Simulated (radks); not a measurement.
Results of a calculation; reference values are marked as such.
Ho IV, configuration [Xe] 4f8 5d2 (not the ground configuration).

Level of theory: scalar-relativistic Kohn-Sham, PBEsol, spin-polarised, spherical densities, point nucleus; open shells are filled with parallel spins first (spin-orbit coupling, left out, can overturn this in heavy ions) (a radial shooting solver on a logarithmic mesh with Libxc functionals).

Energy parts (hartree):
| part | energy |
|---|---|
| total | -12609.8183 |
| kinetic | 13638.6615 |
| electron-nucleus | -30795.9613 |
| Hartree | 4811.9976 |
| exchange-correlation | -264.5160 |

Orbitals (lengths in bohr, moments of r in powers of bohr; <r^-3> diverges for s and p1/2; r(max) is where P^2 peaks; r(90%) holds 90 % of the orbital's charge):
[
 {"orbital": "1s down", "occ.": "1", "eigenvalue (hartree)": "-2040.583", "r(max)": "0.01312", "<r^4>": "9.258e-07", "r(90%)": "0.0376", "<r^-3>": "-"},
 {"orbital": "1s up", "occ.": "1", "eigenvalue (hartree)": "-2040.583", "r(max)": "0.01312", "<r^4>": "9.258e-07", "r(90%)": "0.0376", "<r^-3>": "-"},
 {"orbital": "2s up", "occ.": "1", "eigenvalue (hartree)": "-342.8792", "r(max)": "0.07464", "<r^4>": "0.0001448", "r(90%)": "0.136", "<r^-3>": "-"},
 {"orbital": "2s down", "occ.": "1", "eigenvalue (hartree)": "-342.8720", "r(max)": "0.07464", "<r^4>": "0.0001448", "r(90%)": "0.136", "<r^-3>": "-"},
 {"orbital": "2p up", "occ.": "3", "eigenvalue (hartree)": "-303.9796", "r(max)": "0.06062", "<r^4>": "0.0001096", "r(90%)": "0.127", "<r^-3>": "13540"},
 {"orbital": "2p down", "occ.": "3", "eigenvalue (hartree)": "-303.9741", "r(max)": "0.06062", "<r^4>": "0.0001096", "r(90%)": "0.127", "<r^-3>": "13540"},
 {"orbital": "3s up", "occ.": "1", "eigenvalue (hartree)": "-78.16089", "r(max)": "0.2114", "<r^4>": "0.005515", "r(90%)": "0.337", "<r^-3>": "-"},
 {"orbital": "3s down", "occ.": "1", "eigenvalue (hartree)": "-78.05189", "r(max)": "0.2113", "<r^4>": "0.005495", "r(90%)": "0.337", "<r^-3>": "-"},
 {"orbital": "3p up", "occ.": "3", "eigenvalue (hartree)": "-66.27735", "r(max)": "0.2079", "<r^4>": "0.005814", "r(90%)": "0.343", "<r^-3>": "2894"},
 {"orbital": "3p down", "occ.": "3", "eigenvalue (hartree)": "-66.16857", "r(max)": "0.2078", "<r^4>": "0.005790", "r(90%)": "0.342", "<r^-3>": "2901"},
 {"orbital": "3d up", "occ.": "5", "eigenvalue (hartree)": "-51.18010", "r(max)": "0.1697", "<r^4>": "0.004585", "r(90%)": "0.324", "<r^-3>": "385.6"},
 {"orbital": "3d down", "occ.": "5", "eigenvalue (hartree)": "-51.09499", "r(max)": "0.1696", "<r^4>": "0.004557", "r(90%)": "0.323", "<r^-3>": "386.5"},
 {"orbital": "4s up", "occ.": "1", "eigenvalue (hartree)": "-17.02698", "r(max)": "0.4831", "<r^4>": "0.1316", "r(90%)": "0.742", "<r^-3>": "-"},
 {"orbital": "4s down", "occ.": "1", "eigenvalue (hartree)": "-16.80129", "r(max)": "0.4830", "<r^4>": "0.1320", "r(90%)": "0.742", "<r^-3>": "-"},
 {"orbital": "4p up", "occ.": "3", "eigenvalue (hartree)": "-13.09373", "r(max)": "0.5044", "<r^4>": "0.1719", "r(90%)": "0.794", "<r^-3>": "662.6"},
 {"orbital": "4p down", "occ.": "3", "eigenvalue (hartree)": "-12.87218", "r(max)": "0.5044", "<r^4>": "0.1727", "r(90%)": "0.795", "<r^-3>": "660.5"},
 {"orbital": "4d up", "occ.": "5", "eigenvalue (hartree)": "-7.78010", "r(max)": "0.5204", "<r^4>": "0.2586", "r(90%)": "0.881", "<r^-3>": "74.98"},
 {"orbital": "4d down", "occ.": "5", "eigenvalue (hartree)": "-7.56267", "r(max)": "0.5205", "<r^4>": "0.2618", "r(90%)": "0.884", "<r^-3>": "74.57"},
 {"orbital": "5s up", "occ.": "1", "eigenvalue (hartree)": "-3.30586", "r(max)": "1.098", "<r^4>": "3.924", "r(90%)": "1.73", "<r^-3>": "-"},
 {"orbital": "5s down", "occ.": "1", "eigenvalue (hartree)": "-3.17683", "r(max)": "1.105", "<r^4>": "4.046", "r(90%)": "1.75", "<r^-3>": "-"},
 {"orbital": "5p up", "occ.": "3", "eigenvalue (hartree)": "-2.29707", "r(max)": "1.233", "<r^4>": "7.091", "r(90%)": "2.01", "<r^-3>": "102.3"},
 {"orbital": "5p down", "occ.": "3", "eigenvalue (hartree)": "-2.18360", "r(max)": "1.242", "<r^4>": "7.386", "r(90%)": "2.03", "<r^-3>": "99.21"},
 {"orbital": "4f up", "occ.": "7", "eigenvalue (hartree)": "-1.93680", "r(max)": "0.5077", "<r^4>": "0.9357", "r(90%)": "1.18", "<r^-3>": "11.72"},
 {"orbital": "4f down", "occ.": "1", "eigenvalue (hartree)": "-1.72979", "r(max)": "0.5098", "<r^4>": "1.052", "r(90%)": "1.21", "<r^-3>": "11.49"},
 {"orbital": "5d up", "occ.": "2", "eigenvalue (hartree)": "-1.09007", "r(max)": "1.600", "<r^4>": "28.27", "r(90%)": "2.86", "<r^-3>": "6.752"},
 {"orbital": "5d down", "occ.": "0", "eigenvalue (hartree)": "-1.00125", "r(max)": "1.619", "<r^4>": "31.36", "r(90%)": "2.94", "<r^-3>": "6.378"}
]

The highest occupied level is 5d up at -29.662 eV. Summed over all electrons, <r^2> = 37.67 bohr^2, which gives a Langevin (diamagnetic) susceptibility term of -29.8 x 10^-6 cm^3/mol. Spin moment in Bohr magnetons: 8. The density falls to 0.001 e/bohr^3 at r = 3.46 bohr.
